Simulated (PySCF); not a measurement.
A GIAO shielding run with PySCF (density fitting, non-relativistic, gas phase) on `F[C@@H]1C=CC[Si@H]1N([SiH3])[SiH3]`, C$_{4}$H$_{12}$FNSi$_{3}$:

```
$ OMP_NUM_THREADS=1 python probes_run.py task.json out

{"job": {"kind": "nmr", "xc": "PBE0", "basis": "pcSseg-1"}, "charge": 0, "multiplicity": 1}
F     -1.720225     1.609134     1.858351
C     -1.401348     1.150029     0.580849
C     -2.626419     0.658079    -0.120434
C     -2.567576    -0.517841    -0.723062
C     -1.294819    -1.306870    -0.668998
Si    -0.239251    -0.375063     0.617398
N      1.387688    -0.016685     0.131183
Si     2.407128    -1.387068    -0.239890
Si     2.015634     1.618799     0.237490
H     -0.992257     2.027843     0.065830
H     -3.510484     1.277481    -0.107233
H     -3.407374    -0.926939    -1.266740
H     -0.830841    -1.324286    -1.657358
H     -1.509192    -2.344419    -0.412405
H     -0.279661    -0.996317     1.948545
H      2.803817    -2.041243     1.009054
H      3.568128    -0.889278    -0.970040
H      1.627499    -2.312299    -1.060791
H      1.505021     2.237653     1.457812
H      3.472532     1.523624     0.277479
H      1.583078     2.352609    -0.957511
```

Hardware: 1 thread of an Arm Neoverse N1, shared host. The job also computes population analyses, field gradients, ring-centre shieldings.

(1) How large is the calculation?

(2) How long does it take, and how much memory does it need?

## Answers

(1) 94 electrons, 234 basis functions and 1280 auxiliary functions.

(2) 100 s of wall time, with 14 SCF cycles and 5 response iterations; peak memory 1.1 GiB. Times on a shared host scatter by some tens of per cent.
